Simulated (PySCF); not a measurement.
# Nuclear quadrupole coupling in `O=S(=O)(/C=C\F)C(F)(F)F`

Species: C3H2F4O2S.
Cartesian coordinates in Å at the GFN2-xTB level; atoms count from 1:
```
atom  x, y, z in Å
O1     0.7073   -1.9095    1.1067
S2     0.2521   -1.0705    0.0496
O3    -0.0729   -1.6345   -1.2143
C4    -1.0593   -0.0236    0.6747
C5    -1.8050    0.7124   -0.1270
F6    -1.6368    0.7392   -1.4356
C7     1.6138    0.2224   -0.2201
F8     1.2387    1.1283   -1.1178
F9     1.8171    0.8565    0.9363
F10    2.7448   -0.3365   -0.6116
H11   -1.1860   -0.0470    1.7396
H12   -2.6128    1.3622    0.1935
```

Field gradients from the PBE0/pcSseg-1 density (PySCF, non-relativistic), principal values in atomic units, ordered |Vxx| ≤ |Vyy| ≤ |Vzz|:

```csv
atom,Vxx,Vyy,Vzz
O1,-0.5519,-0.7266,1.2785
S2,0.0771,0.3271,-0.4041
O3,-0.5674,-0.6950,1.2624
```

Problem. Find the asymmetry η = (Vxx − Vyy)/Vzz and the couplings χ = eQV/h (234.96 MHz × Q in barn × V in au), with Q(17O) = −0.0256 b, Q(33S) = −0.0678 b.

Solution. 
```tsv
atom	environment	nucleus	η	χzz (MHz)	χxx (MHz)	χyy (MHz)
O1	sulfonyl oxygen	17O	0.14	-7.69	3.32	4.37
S2	sulfonyl sulfur	33S	0.62	6.44	-1.23	-5.21
O3	sulfonyl oxygen	17O	0.10	-7.59	3.41	4.18
```

The tensor is traceless: Vxx + Vyy + Vzz = 0.

Problem. What is Vzz at O3 in SI units (1 au = 9.71736 × 10²¹ V/m²)?

Solution. 1.2624 au = 12.267 × 10²¹ V/m².

Problem. What couplings would deuterons (Q(2H) = 0.00286 b) have in place of the hydrogens, at this geometry?

Solution. 
```
atom  bonded to  bond length (Å)  Vzz (au)     η  χzz (kHz)
 H11         C4            1.073    0.3391  0.10        228
 H12         C5            1.085    0.3044  0.08        205
```

The structure is a single GFN2-xTB conformer in the gas phase; no vibrational or solvent corrections. GFN2-xTB bond lengths can be off by several hundredths of an ångström, more for odd bonds, and the gradients follow them. A larger basis could move these couplings by a tenth or more.
